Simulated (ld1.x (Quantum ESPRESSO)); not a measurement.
**Transferability test, TM semilocal potential for Pb**

| Item | Value |
| --- | --- |
| Element | lead |
| Generator | ld1.x (Quantum ESPRESSO) 7.5 |
| Type | norm-conserving Troullier–Martins (semilocal form) |
| Functional | LDA (PZ) |
| Relativity | scalar-relativistic |
| Frozen core | [Xe] 4f14 |
| Valence charge | 14 |
| Reference configuration | 5d10 6s2 6p2 |
| Partial waves | 6s (bound): rc 1.80 bohr; 6p (bound): rc 2.85 bohr; 5d (bound): rc 2.15 bohr; 5f channel at 0.15 Ry: rc 2.85 bohr |
| Local potential | the f channel |
| Core correction | none |

Energies are relative to the spin-unpolarised reference configuration 5d10 6s2 6p2; without spin polarisation the order of configurations can differ from experiment. Spin-polarised rows fill each open shell by Hund’s rule, majority spin first. The frozen-core shift is the all-electron ΔE with the core orbitals held at their reference shape minus the fully relaxed ΔE.

```csv
valence configuration,charge,ΔE all-electron (eV),error AE − PS (meV),frozen-core shift (meV)
5d10 6s2 6p1,+1,6.833,-2.5,+2.8
5d10 6s1 6p0,+3,53.472,-14,+25
5d10 6s0 6p4,0,18.035,+5.3,+3.9
5d10 6s2 6p1.5,+0.5,2.610,-0.8,+0.9
5d10 6s1 6p2,+1,16.431,+3.1,+4.7
5d10 6s2 6p2 (spin-polarised),0,-0.452,+4.3,-0.1
5d10 6s2 6p1 (spin-polarised),+1,6.687,-1.2,+2.8
```

(1) What are ΔE and the potential's error for 5d9 6s2 6p2?

(2) What are ΔE and the potential's error for 5d10 6s2 6p0?

Levels in the configuration 5d10 6s1 6p2:

```tsv
level	all-electron (eV)	pseudo (eV)
5d	-30.738	-30.705
6s	-20.750	-20.732
6p	-10.989	-10.981
```

Results:

(1) ΔE = 27.300 eV all-electron; the error (AE − PS) is -33 meV.

(2) ΔE = 20.595 eV all-electron; the error (AE − PS) is -12 meV.

A variational frozen-core shift is positive and of second order in the change. This column holds negative values, so the frozen-core run of ld1.x carries numerical noise or an error of first order here, and the column gives no more than the rough size of the effect.
